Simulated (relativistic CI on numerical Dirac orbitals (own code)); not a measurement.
# Fe3+ in a cubic cluster: L2,3 absorption with charge transfer

Computed with a charge-transfer multiplet model of a cubic metal-ligand cluster with up to 2 ligand holes, Slater and spin-orbit integrals from Dirac-Coulomb-Breit ions, Slater integrals scaled by 0.8. The ground state mixes d5 with configurations of k ligand holes L, whose averages lie at kΔ + k(k − 1)U_dd/2; a core hole lowers each added d electron by U_cd. 300 K, Lorentzian 0.4 eV and Gaussian 0.3 eV FWHM.

Atomic integrals in eV (Slater integrals scaled, ζ unscaled), ground: F2dd 9.587, F4dd 5.993, zeta_d 0.056; with the core hole: F2dd 10.208, F4dd 6.385, zeta_d 0.075, zeta_core 8.130, F2cd 5.984, G1cd 4.514, G3cd 2.566.

Cluster parameters (eV): U_dd = 7, U_cd = 8.4, 10Dq = 0.75, 10Dq(ligand) = 0.4, V(eg) = 3.4, V(t2g) = -1.75, final-state hopping factor = 1.

```tsv
Case	n_d	d5	d6L	d7L2	S
Δ = 1.1 eV	5.54	0.52	0.42	0.06	2.50
Δ = 2.1 eV	5.47	0.57	0.38	0.04	2.50
Δ = 3.1 eV	5.41	0.62	0.34	0.03	2.50
```

Weights, n_d and S are thermal averages at 300 K. Photon energies count from the first peak over 30 % of the highest in each spectrum, which can be another peak from case to case. The parameters are a model scan and need not match a compound or its usual spin state. Peaks in eV (height, largest 100):
- Δ = 1.1 eV: 0.0 (39), 1.8 (100), 5.8 (7), 12.9 (14), 14.9 (20), 15.9 (11)
- Δ = 2.1 eV: 0.0 (37), 1.9 (100), 6.1 (6), 13.1 (14), 15.0 (20), 16.1 (11)
- Δ = 3.1 eV: 0.0 (35), 1.8 (100), 4.4 (10), 6.3 (5), 13.1 (14), 14.9 (19), 15.9 (12)

For the case Δ = 1.1 eV, Δ = 1.1 eV is smaller than U_dd = 7 eV, the charge-transfer side of the Zaanen-Sawatzky-Allen scheme. With the core hole the configuration with one ligand hole lies at Δ + U_dd − U_cd = -0.3, 0.7, 1.7 eV from the one without, in the order of the table; where this is negative the screened configuration lies lower, though the effective hopping of about 5.3 eV (from the holes of the mixed ground state) mixes the two strongly wherever it is as large as the gap.
